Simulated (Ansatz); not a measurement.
CH3BClI (`BC(Cl)I`) at its PBE0-D4/def2-TZVP geometry, where that method's forces vanish. The species carries charge 0 and has multiplicity 1. I: def2 effective core potential.

```xyz
7

B    -0.4069    0.2445   -0.7639
C     0.5812   -0.2052    0.3363
Cl    1.5764    0.9246    1.1912
I    -1.3746   -0.6130    1.3403
H    -0.7282   -0.5651   -1.5800
H    -0.7015    1.3958   -0.8428
H     1.0537   -1.1816    0.3188
```

Q: What forces (eV/Å) does B3LYP-D4/def2-TZVPP give on these atoms in the Gaussian-basis code of Ansatz? (Best estimate.)

A: The calculation gave: 
```
B1   0.077  0.094 -0.286
C2   0.032 -0.251 -0.310
Cl3  0.254  0.246  0.171
I4  -0.399 -0.167  0.375
H5   0.038  0.118  0.080
H6   0.035 -0.148 -0.011
H7  -0.037  0.108 -0.020
```

B3LYP here is the variant with VWN-RPA as its local correlation; programs differ in this.
